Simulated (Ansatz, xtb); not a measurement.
## FLiNP: which of two structures lies lower

Structure a is `[Li][N]=PF`, a singlet and structure b is a singlet given by its coordinates. Both are isolated molecules in the gas phase, relaxed with r2SCAN-D4/def2-TZVP.

a (Å):

```xyz
4

F     1.5285    0.8899    3.6492
Li   -2.3610   -0.0856    3.3241
N    -0.9370    0.7853    2.7873
P     0.4194    1.4045    2.5447
```

b (Å):

```json
{"atom": "F", "x (Å)": "0.0000", "y (Å)": "0.0000", "z (Å)": "-2.5807"}
{"atom": "Li", "x (Å)": "0.0000", "y (Å)": "0.0000", "z (Å)": "-0.9844"}
{"atom": "N", "x (Å)": "0.0000", "y (Å)": "0.0000", "z (Å)": "1.0431"}
{"atom": "P", "x (Å)": "0.0000", "y (Å)": "0.0000", "z (Å)": "2.5220"}
```

Close contacts (Å): F1–Li2 1.60, Li2–N3 2.03, N3–P4 1.48.

Problem. Which of the two would you expect CCSD(T)/def2-TZVPP electronic energies to favour?

Solution. Structure a; the calculation gives E(b) − E(a) = +2.8 kcal/mol.

The same difference at several levels:

| level | geometry | E(b) − E(a) (kcal/mol) | departure from the last row (kcal/mol) | job, with rough time for the two |
| --- | --- | --- | --- | --- |
| r2SCAN-D4/def2-TZVP | r2SCAN-D4/def2-TZVP | +12.5 | +9.6 | optimisation, 20 s |
| HF/def2-TZVPP | r2SCAN-D4/def2-TZVP | +8.5 | +5.7 | part of the CCSD(T) run |
| MP2/def2-TZVPP | r2SCAN-D4/def2-TZVP | +0.5 | −2.4 | part of the CCSD(T) run |
| CCSD(T)/def2-TZVPP | r2SCAN-D4/def2-TZVP | +2.8 |  | single point, 9.9 s |

MP2/def2-TZVPP finds them nearly level. The largest departure from CCSD(T)/def2-TZVPP is that of r2SCAN-D4/def2-TZVP, 9.6 kcal/mol. Levels run at GFN2-xTB geometries aren't shown.

With harmonic frequencies from r2SCAN-D4/def2-TZVP (ideal gas, rigid rotor, one conformer each, 298.15 K, 1 atm): on the last row, ΔE + ΔZPE = +2.4 kcal/mol. A mode under 50 cm⁻¹ makes harmonic enthalpies and free energies unreliable, so none is given.

The correlated steps freeze 7 core orbitals; the last core shell of Li is correlated, in a basis made for valence electrons. Programs: Ansatz 0.2.0; the last row on 2 threads of Arm Neoverse V2 on a shared host.
